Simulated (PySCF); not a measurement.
CH3FO2Si2, SMILES O=C1O[Si@H](F)[SiH2]1.

Geometry optimised at PBE0-D3(BJ)/def2-SVP. The structure was generated by enumeration; whether it is a known compound was not checked.

Level of theory: PySCF with CAM-B3LYP/def2-TZVP.

Isolated molecule, no solvent.

```
Quantity                                                                                                        Value
---------------------------------------------------------------------------------------------  ----------------------
total energy                                                                                       -869.34094 hartree
highest occupied level                                                                                       -9.11 eV
lowest empty level                                                                                           -0.30 eV
orbital gap                                                                                                   8.82 eV
dipole moment                                                                                                  4.06 D
quadrupole, principal values (traceless, Buckingham form, about the centre of nuclear charge)  -10.62, 3.79, 6.83 D·Å
mean static polarisability                                                                       65.6 bohr³ (9.71 Å³)
polarisability, principal values                                                               52.6, 66.6, 77.4 bohr³
```
